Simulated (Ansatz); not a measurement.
Species: sum formula H₂SiO₂, net charge 1, doublet state. 
Structure (B3LYP-D3(BJ)/def2-TZVP (Ansatz, a quantum-chemistry and plane-wave program) minimum search):
```xyz
5

Si    -0.0545    -0.0284     0.4181
O      0.7519    -1.2122    -0.2155
H      1.0510    -1.4632    -1.1022
O     -0.6929     1.2429    -0.2372
H     -0.7603     1.6146    -1.1293
```
Charge +1, spin multiplicity 2.

Parts of the frozen-core correlation energy in aug-cc-pV(D+d)Z (Ansatz, hartree). Frozen orbitals: 7; correlated occupied orbitals by spin: 9 and 8; virtual: 80 and 81. UHF or UKS for open shells. No spin-orbit coupling. No relativistic terms.

```json
[
 {"term": "reference (HF)", "value": "-439.61676"},
 {"term": "MP2 opposite-spin", "value": "-0.33548"},
 {"term": "MP2 same-spin", "value": "-0.12365"},
 {"term": "CCSD correlation", "value": "-0.46993"},
 {"term": "(T)", "value": "-0.01403"},
 {"term": "T1 diagnostic", "value": "0.017"},
 {"term": "largest doubles amplitude", "value": "0.029"},
 {"term": "<S^2> of the reference", "value": "0.753"}
]
```
